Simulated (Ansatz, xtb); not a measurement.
**Isomers of C5H6N2OSi in order of energy**

3 gas-phase structures of C5H6N2OSi, from a drawn sample of its isomers (lower ones may exist). Each was relaxed with GFN2-xTB; where two conformers were screened, the lower at r2SCAN-D4/def2-SVP is listed:

A. `C#Cc1cn([SiH2]O)cn1`, a singlet
B. `c1cc2c(cn1)N[SiH2]O2`, a singlet
C. `C#Cc1nccn1[SiH2]O`, a singlet

**Question.** Estimate their order in r2SCAN-D4/def2-SVP energy at these geometries, lowest first.

**Answer.** Calculated order at r2SCAN-D4/def2-SVP: B (0.0), C (45.2), A (46.1) kcal/mol. Less than 1 kcal/mol parts C and A, so the order within that pair means little.

Energies above the lowest of each column, in kcal/mol; the last columns are at PBE-D3(BJ)/def2-SVP geometries:

```
structure  GFN2-xTB  HF/STO-3G  r2SCAN-D4/def2-SVP  PBE-D3(BJ)/def2-SVP  CCSD(T)/def2-SVP + ΔMP2/def2-TZVPP
        B       0.0        0.0                 0.0                  0.0                                 0.0
        C      41.4       66.8                45.2                 42.9                                31.9
        A      42.9       63.6                46.1                 45.2                                32.4
```

Every level run on B puts it lowest or level with the lowest. Flexible structures stand in one conformer each, not always the lowest. ΔMP2 is the change of the MP2 energy from the smaller to the larger basis.

Programs: Ansatz 0.2.0, xtb 6.7.1.
